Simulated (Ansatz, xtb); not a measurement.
C6H7PS: 6 structures ranked

6 gas-phase structures of C6H7PS, from a drawn sample of its isomers (lower ones may exist). Each was relaxed with GFN2-xTB; where two conformers were screened, the lower at r2SCAN-D4/def2-SVP is listed:

A. `C#C[P@]1(=S)C=CCC1`, a singlet
B. `C/C=P/c1cccs1`, a singlet
C. `C=CC1=PC(C)=CS1`, a singlet
D. `C=CC1=C(C)P=CS1`, a singlet
E. `C1=CSC(C2CC2)=P1`, a singlet
F. `CSC1=CC=CP=C1`, a singlet

**Question.** Estimate their order in r2SCAN-D4/def2-SVP energy at these geometries, lowest first.

**Answer.** Calculated order at r2SCAN-D4/def2-SVP: F (0.0), C (38.3), D (41.3), B (56.6), E (70.6), A (155.7) kJ/mol. Less than 1 kcal/mol parts C and D, so the order within that pair means little.

Energies above the lowest of each column, in kJ/mol; the last columns are at B3LYP/def2-SVP geometries and were run for some of them only (a dash: not run or not comparable):

```tsv
structure	GFN2-xTB	HF/STO-3G	r2SCAN-D4/def2-SVP	B3LYP/def2-SVP	CCSD(T)/def2-SVP + ΔMP2/def2-TZVPP
F	0.0	0.0	0.0	0.0	0.0
C	32.9	66.1	38.3	42.8	30.5
D	38.0	75.6	41.3	47.9	31.2
B	48.2	93.3	56.6	58.5	–
E	29.4	67.3	70.6	88.0	–
A	83.5	343.4	155.7	–	–
```

Every level run on F puts it lowest or level with the lowest. Some further structures that were screened fall inside this span and aren't listed. Flexible structures stand in one conformer each, not always the lowest. Frequencies (GFN2-xTB) were run for C, D, F alone. ΔMP2 is the change of the MP2 energy from the smaller to the larger basis.

Over these structures GFN2-xTB departs from r2SCAN-D4/def2-SVP by 23.3 kJ/mol on average once a common shift is removed. A GFN2-xTB relaxation took about 0.13 s and the r2SCAN-D4/def2-SVP energy about 2.5 s on a shared host (Ansatz 0.2.0, xtb 6.7.1).
